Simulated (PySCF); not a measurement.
A geometry optimisation, step by step.

Compound: BrCl2Ga2H3.
Bonds: Br1–Ga2, Ga2–Cl3, Cl3–Ga4, Ga4–Cl5, Ga2–Cl5. Hydrogens: H6 on Ga2; H7, H8 on Ga4.

Method: PySCF 2.14.0, PBE0-D3(BJ)/def2-SVP geometry optimisation, gas phase; density fitting, grid level 1; the optimiser is geomeTRIC in internal coordinates, started from a GFN2-xTB structure with every atom displaced at random (about 0.01 Å). The frame can shift and turn from step to step; on so coarse a grid that alone can change the energy by a few meV, and forces under 0.02 eV/Å are noise.

Step 0: E = -199841.8569 eV, largest atomic force 1.767 eV/Å
```
atom  x, y, z in Å  |  force x, y, z in eV/Å
Br1     3.262    0.838    0.368   -0.013   0.287   0.083
Ga2     1.488   -0.475   -0.163    0.504  -0.335  -0.114
Cl3    -0.127   -0.591    1.480    0.578  -0.394   1.079
Ga4    -1.621    0.400    0.120   -1.729   0.363   0.012
Cl5    -0.070    0.533   -1.527    0.453   0.363  -0.948
H6      1.763   -1.883   -0.690   -0.021  -0.364  -0.123
H7     -1.951    1.814    0.652    0.148   0.213   0.069
H8     -2.688   -0.655   -0.292    0.080  -0.133  -0.059
```

Step 1: E = -199842.0771 eV, largest atomic force 0.232 eV/Å
```
atom  x, y, z in Å  |  force x, y, z in eV/Å
Br1     3.158    0.941    0.356   -0.044   0.014   0.076
Ga2     1.538   -0.568   -0.195   -0.197  -0.018  -0.014
Cl3    -0.056   -0.607    1.552   -0.025   0.081  -0.216
Ga4    -1.709    0.448    0.140    0.135  -0.021   0.012
Cl5    -0.034    0.535   -1.579   -0.029  -0.046   0.151
H6      1.786   -2.005   -0.724   -0.013   0.044   0.016
H7     -1.903    1.892    0.680    0.089  -0.015  -0.016
H8     -2.722   -0.654   -0.281    0.084  -0.040  -0.009
```

Step 2: E = -199842.0865 eV, largest atomic force 0.109 eV/Å
```
atom  x, y, z in Å  |  force x, y, z in eV/Å
Br1     3.119    0.952    0.402   -0.034   0.006   0.048
Ga2     1.526   -0.568   -0.192   -0.109  -0.005  -0.002
Cl3    -0.068   -0.616    1.537   -0.031   0.035  -0.091
Ga4    -1.699    0.449    0.129    0.079  -0.007   0.024
Cl5    -0.032    0.528   -1.584   -0.010  -0.015   0.054
H6      1.786   -2.000   -0.720    0.008   0.009  -0.007
H7     -1.868    1.895    0.666    0.054   0.004  -0.009
H8     -2.705   -0.658   -0.289    0.042  -0.027  -0.017
```

Step 3: E = -199842.0892 eV, largest atomic force 0.096 eV/Å
```
atom  x, y, z in Å  |  force x, y, z in eV/Å
Br1     3.035    0.971    0.492    0.024  -0.004  -0.013
Ga2     1.504   -0.576   -0.182    0.021  -0.021  -0.004
Cl3    -0.101   -0.645    1.514   -0.034  -0.047   0.077
Ga4    -1.679    0.456    0.108   -0.035   0.030   0.031
Cl5    -0.022    0.512   -1.595    0.017   0.021  -0.069
H6      1.800   -1.997   -0.717    0.020   0.002  -0.008
H7     -1.794    1.908    0.641   -0.002   0.007   0.001
H8     -2.685   -0.647   -0.312   -0.012   0.013  -0.014
```

Step 4: E = -199842.0909 eV, largest atomic force 0.049 eV/Å
```
atom  x, y, z in Å  |  force x, y, z in eV/Å
Br1     3.042    0.961    0.487    0.005  -0.010  -0.003
Ga2     1.502   -0.582   -0.181    0.005  -0.003  -0.002
Cl3    -0.107   -0.652    1.517   -0.018  -0.033   0.031
Ga4    -1.679    0.463    0.111   -0.020   0.021   0.018
Cl5    -0.020    0.512   -1.595    0.015   0.013  -0.034
H6      1.799   -2.002   -0.719    0.013  -0.005  -0.005
H7     -1.788    1.915    0.646    0.005   0.006   0.003
H8     -2.693   -0.632   -0.315   -0.005   0.011  -0.009
```

Step 5: E = -199842.0938 eV, largest atomic force 0.070 eV/Å
```
atom  x, y, z in Å  |  force x, y, z in eV/Å
Br1     3.035    0.922    0.501   -0.020  -0.018   0.011
Ga2     1.489   -0.614   -0.176   -0.015   0.031   0.001
Cl3    -0.144   -0.697    1.512    0.016  -0.004  -0.067
Ga4    -1.669    0.497    0.114    0.007   0.001  -0.016
Cl5    -0.009    0.507   -1.601    0.011  -0.005   0.048
H6      1.800   -2.025   -0.726   -0.011  -0.018   0.006
H7     -1.726    1.948    0.659    0.011   0.001   0.013
H8     -2.719   -0.555   -0.334    0.000   0.013   0.005
```

Step 6: E = -199842.0945 eV, largest atomic force 0.158 eV/Å
```
atom  x, y, z in Å  |  force x, y, z in eV/Å
Br1     3.012    0.854    0.537   -0.034  -0.020   0.015
Ga2     1.464   -0.666   -0.172   -0.022   0.045   0.002
Cl3    -0.208   -0.770    1.487    0.057   0.054  -0.137
Ga4    -1.648    0.556    0.115    0.028  -0.030  -0.048
Cl5     0.012    0.502   -1.608    0.006  -0.024   0.117
H6      1.794   -2.068   -0.735   -0.040  -0.029   0.011
H7     -1.611    1.996    0.689    0.009  -0.008   0.023
H8     -2.757   -0.420   -0.363   -0.003   0.013   0.016
```

Step 7: E = -199842.0958 eV, largest atomic force 0.115 eV/Å
```
atom  x, y, z in Å  |  force x, y, z in eV/Å
Br1     3.013    0.835    0.543   -0.021  -0.009   0.009
Ga2     1.460   -0.675   -0.175   -0.013   0.019   0.001
Cl3    -0.213   -0.774    1.477    0.044   0.042  -0.098
Ga4    -1.644    0.567    0.114    0.024  -0.030  -0.036
Cl5     0.018    0.506   -1.606    0.000  -0.015   0.091
H6      1.780   -2.082   -0.736   -0.036  -0.016   0.006
H7     -1.593    2.002    0.699    0.004  -0.004   0.016
H8     -2.762   -0.398   -0.365   -0.003   0.013   0.010
```

Step 8: E = -199842.0964 eV, largest atomic force 0.040 eV/Å
```
atom  x, y, z in Å  |  force x, y, z in eV/Å
Br1     3.027    0.791    0.541    0.011   0.013  -0.005
Ga2     1.457   -0.692   -0.189    0.019  -0.032  -0.002
Cl3    -0.206   -0.767    1.457   -0.019  -0.011   0.034
Ga4    -1.638    0.587    0.116    0.013  -0.007   0.003
Cl5     0.028    0.526   -1.592   -0.010   0.017  -0.011
H6      1.731   -2.111   -0.745   -0.007   0.011  -0.012
H7     -1.573    2.011    0.725   -0.004   0.005  -0.001
H8     -2.768   -0.362   -0.363   -0.003   0.004  -0.006
```

Step 9: E = -199842.0968 eV, largest atomic force 0.021 eV/Å
```
atom  x, y, z in Å  |  force x, y, z in eV/Å
Br1     3.028    0.781    0.540    0.001   0.005  -0.001
Ga2     1.453   -0.699   -0.190    0.014  -0.015   0.000
Cl3    -0.213   -0.776    1.457   -0.004   0.000   0.016
Ga4    -1.634    0.593    0.119    0.012  -0.007  -0.004
Cl5     0.030    0.528   -1.591   -0.009   0.009  -0.001
H6      1.725   -2.116   -0.752   -0.009   0.004  -0.009
H7     -1.561    2.016    0.731   -0.003   0.001   0.002
H8     -2.771   -0.345   -0.366   -0.003   0.002  -0.002
```

Task: Summarise the path.

Result: The energy falls by 23.15 kJ/mol from step 0 to step 9; nine tenths of that is first reached at step 1. It falls at every step. The largest force goes from 1.767 to 0.021 eV/Å. Among the bonds Cl3–Ga4 changes most, from 2.250 to 2.384 Å; the atoms move by 0.192 Å rms after alignment.

Task: Follow the three bonds and two angles with the largest change from start to end.

Result: 
| step | E above end (kJ/mol) | largest force (eV/Å) | Cl3–Ga4 (Å) | Ga4–Cl5 (Å) | Ga2–Cl5 (Å) | H7–Ga4–H8 (°) | Br1–Ga2–Cl5 (°) |
| --- | --- | --- | --- | --- | --- | --- | --- |
| 0 | 23.15 | 1.767 | 2.250 | 2.266 | 2.304 | 124.3 | 114.5 |
| 1 | 1.90 | 0.232 | 2.417 | 2.402 | 2.368 | 132.2 | 107.8 |
| 2 | 0.99 | 0.109 | 2.403 | 2.391 | 2.359 | 133.4 | 107.8 |
| 3 | 0.74 | 0.096 | 2.383 | 2.377 | 2.347 | 135.3 | 107.5 |
| 4 | 0.57 | 0.049 | 2.386 | 2.380 | 2.349 | 135.2 | 107.4 |
| 5 | 0.29 | 0.070 | 2.389 | 2.387 | 2.352 | 135.3 | 106.9 |
| 6 | 0.22 | 0.158 | 2.391 | 2.394 | 2.353 | 135.7 | 106.1 |
| 7 | 0.10 | 0.115 | 2.389 | 2.393 | 2.350 | 135.7 | 106.0 |
| 8 | 0.03 | 0.040 | 2.383 | 2.387 | 2.343 | 135.5 | 105.9 |
| 9 | 0.00 | 0.021 | 2.384 | 2.387 | 2.344 | 135.5 | 105.7 |

What follows is the cost of the whole optimisation. Hardware: Arm Neoverse N1, one thread (shared host). Cost: 4.3 min wall, 0.74 GiB resident at most.
